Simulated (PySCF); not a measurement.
Compound: C₅H₃O₂S (charge -1).
Bonds: O1–C2 (double), C2–O3, C2–C4, C4–C5 (aromatic), C5–C6 (aromatic), C6–C7 (aromatic), C7–S8 (aromatic), C4–S8 (aromatic). Hydrogens: H9 on C5; H10 on C6; H11 on C7.

The same species was optimised twice, with GFN2-xTB and with PBE0-D3(BJ)/def2-SVP (PySCF), and the same property calculations (PySCF, gas phase) were run on both structures.

```json
{"coordinate": "C6–C7 (Å)", "GFN2-xTB": "1.358", "PBE0-D3(BJ)/def2-SVP": "1.375", "change": "+0.017"}
{"coordinate": "C4–C5 (Å)", "GFN2-xTB": "1.361", "PBE0-D3(BJ)/def2-SVP": "1.373", "change": "+0.012"}
{"coordinate": "C5–C6 (Å)", "GFN2-xTB": "1.413", "PBE0-D3(BJ)/def2-SVP": "1.424", "change": "+0.011"}
{"coordinate": "C2–O3 (Å)", "GFN2-xTB": "1.237", "PBE0-D3(BJ)/def2-SVP": "1.245", "change": "+0.008"}
{"coordinate": "C2–C4 (Å)", "GFN2-xTB": "1.545", "PBE0-D3(BJ)/def2-SVP": "1.537", "change": "-0.008"}
{"coordinate": "O1=C2 (Å)", "GFN2-xTB": "1.237", "PBE0-D3(BJ)/def2-SVP": "1.242", "change": "+0.005"}
{"coordinate": "C7–S8 (Å)", "GFN2-xTB": "1.727", "PBE0-D3(BJ)/def2-SVP": "1.724", "change": "-0.003"}
{"coordinate": "C4–S8 (Å)", "GFN2-xTB": "1.729", "PBE0-D3(BJ)/def2-SVP": "1.727", "change": "-0.002"}
{"coordinate": "C4–S8–C7 (°)", "GFN2-xTB": "91.2", "PBE0-D3(BJ)/def2-SVP": "92.3", "change": "+1.1"}
{"coordinate": "C2–C4–S8 (°)", "GFN2-xTB": "118.1", "PBE0-D3(BJ)/def2-SVP": "119.1", "change": "+1.0"}
{"coordinate": "C6–C7–S8 (°)", "GFN2-xTB": "112.0", "PBE0-D3(BJ)/def2-SVP": "111.3", "change": "-0.7"}
{"coordinate": "C2–C4–C5 (°)", "GFN2-xTB": "130.8", "PBE0-D3(BJ)/def2-SVP": "130.2", "change": "-0.6"}
{"coordinate": "O1–C2–O3 (°)", "GFN2-xTB": "130.9", "PBE0-D3(BJ)/def2-SVP": "131.4", "change": "+0.5"}
{"coordinate": "O3–C2–C4 (°)", "GFN2-xTB": "114.4", "PBE0-D3(BJ)/def2-SVP": "114.0", "change": "-0.4"}
{"coordinate": "C5–C4–S8 (°)", "GFN2-xTB": "111.1", "PBE0-D3(BJ)/def2-SVP": "110.7", "change": "-0.4"}
{"coordinate": "C4–C5–C6 (°)", "GFN2-xTB": "113.5", "PBE0-D3(BJ)/def2-SVP": "113.3", "change": "-0.2"}
{"coordinate": "O1–C2–C4–C5 (°)", "GFN2-xTB": "0", "PBE0-D3(BJ)/def2-SVP": "0", "change": "0"}
```

Rotational constants: A = 3820, B = 1467, C = 1060 MHz (GFN2-xTB) against A = 3801, B = 1461, C = 1055 MHz (PBE0-D3(BJ)/def2-SVP). Point groups within 0.08 Å: Cs and Cs.

On the GFN2-xTB structure: lowest singlet, TDDFT (eV) 4.50 [wB97X-D/def2-SVPD]; isotropic polarisability (au) 88.8 [wB97X-D/def2-SVPD]; HOMO (eV) -4.05 [wB97X-D/def2-SVPD]; LUMO (eV) 4.80 [wB97X-D/def2-SVPD]; HOMO (eV) -1.70 [PBE0/pcSseg-1]; LUMO (eV) 3.34 [PBE0/pcSseg-1]; GIAO shielding of O1/O3 (mean) (ppm) 11.2 [PBE0/pcSseg-1]; GIAO shielding of C2 (ppm) 24.5 [PBE0/pcSseg-1]; GIAO shielding of C4 (ppm) 11.1 [PBE0/pcSseg-1]; GIAO shielding of C5 (ppm) 62.0 [PBE0/pcSseg-1]; GIAO shielding of C6 (ppm) 59.8 [PBE0/pcSseg-1]; GIAO shielding of C7 (ppm) 59.7 [PBE0/pcSseg-1]; GIAO shielding of S8 (ppm) 275.7 [PBE0/pcSseg-1].

**Question.** What do these properties become on the PBE0-D3(BJ)/def2-SVP structure?

**Answer.** 
```csv
property,level,on GFN2-xTB,on PBE0-D3(BJ)/def2-SVP,change
"lowest singlet, TDDFT (eV)",wB97X-D/def2-SVPD,4.50,4.48,-0.02
isotropic polarisability (au),wB97X-D/def2-SVPD,88.8,89.8,+1.0
HOMO (eV),wB97X-D/def2-SVPD,-4.05,-4.10,-0.05
LUMO (eV),wB97X-D/def2-SVPD,4.80,4.74,-0.06
"energy, GFN2-xTB geometry as zero (kcal/mol)",wB97X-D/def2-SVPD,0.0,-0.7,-0.7
HOMO (eV),PBE0/pcSseg-1,-1.70,-1.75,-0.05
LUMO (eV),PBE0/pcSseg-1,3.34,3.28,-0.06
"energy, GFN2-xTB geometry as zero (kcal/mol)",PBE0/pcSseg-1,0.0,-0.5,-0.5
GIAO shielding of O1/O3 (mean) (ppm),PBE0/pcSseg-1,11.2,4.4,-6.8
GIAO shielding of C2 (ppm),PBE0/pcSseg-1,24.5,22.8,-1.7
GIAO shielding of C4 (ppm),PBE0/pcSseg-1,11.1,11.4,+0.3
GIAO shielding of C5 (ppm),PBE0/pcSseg-1,62.0,58.5,-3.5
GIAO shielding of C6 (ppm),PBE0/pcSseg-1,59.8,56.7,-3.1
GIAO shielding of C7 (ppm),PBE0/pcSseg-1,59.7,57.9,-1.8
GIAO shielding of S8 (ppm),PBE0/pcSseg-1,275.7,273.6,-2.1
```

The heavy atoms differ by 0.010 Å rms after alignment. Among bonds between heavy atoms C6–C7 changes most (+0.017 Å). Changes are differences of the printed values. Neither structure is proved a minimum here. Geometry: PBE0-D3(BJ)/def2-SVP; no solvent, vibrations or thermal averaging.

Conformer computed: `[O:1]=[C:2]([O-:3])[c:4]1[cH:5][cH:6][cH:7][s:8]1`: O1–C2–C4–C5 0°.

The pairwise dispersion term of wB97X-D wasn't added to the energies; at a given geometry it leaves orbitals and properties as they are.
